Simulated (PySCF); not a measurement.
trans-(1S,2S)-1,2-dimethylcyclopropane (C5H10), SMILES C[C@@H]1[C@H](C1)C. Atoms are numbered in the order given.

```xyz
15

C     -1.9481     0.0720    -0.5009
C     -0.6049    -0.4447    -0.0615
C      0.0000     0.0000     1.2405
C      0.6049     0.4447    -0.0615
C      1.9481    -0.0720    -0.5009
H     -2.0822     1.1238    -0.2027
H     -2.7703    -0.5069    -0.0503
H     -2.0619     0.0199    -1.5956
H     -0.4087    -1.4890    -0.3339
H      0.5509    -0.7345     1.8356
H     -0.5509     0.7345     1.8356
H      0.4087     1.4890    -0.3339
H      2.7703     0.5069    -0.0503
H      2.0822    -1.1238    -0.2027
H      2.0619    -0.0199    -1.5956
```
Charge 0, spin multiplicity 1.

The structure is a stationary point at PBE0-D3(BJ)/def2-SVP.

These are B3LYP/def2-TZVP (PySCF) values and carry that method's errors.

Symmetry labels are those of the subgroup C2 that the program uses (full group C2).

Computed valence orbital energies around the gap with their symmetry:
```json
[
 {"orbital": "HOMO−7", "symmetry": "A", "energy (eV)": "-11.26"},
 {"orbital": "HOMO−6", "symmetry": "B", "energy (eV)": "-10.99"},
 {"orbital": "HOMO−5", "symmetry": "A", "energy (eV)": "-10.53"},
 {"orbital": "HOMO−4", "symmetry": "B", "energy (eV)": "-10.52"},
 {"orbital": "HOMO−3", "symmetry": "B", "energy (eV)": "-9.58"},
 {"orbital": "HOMO−2", "symmetry": "A", "energy (eV)": "-9.47"},
 {"orbital": "HOMO−1", "symmetry": "B", "energy (eV)": "-7.65"},
 {"orbital": "HOMO", "symmetry": "A", "energy (eV)": "-7.40"},
 {"orbital": "LUMO", "symmetry": "A", "energy (eV)": "1.16"},
 {"orbital": "LUMO+1", "symmetry": "B", "energy (eV)": "1.47"},
 {"orbital": "LUMO+2", "symmetry": "B", "energy (eV)": "1.65"},
 {"orbital": "LUMO+3", "symmetry": "A", "energy (eV)": "2.19"}
]
```
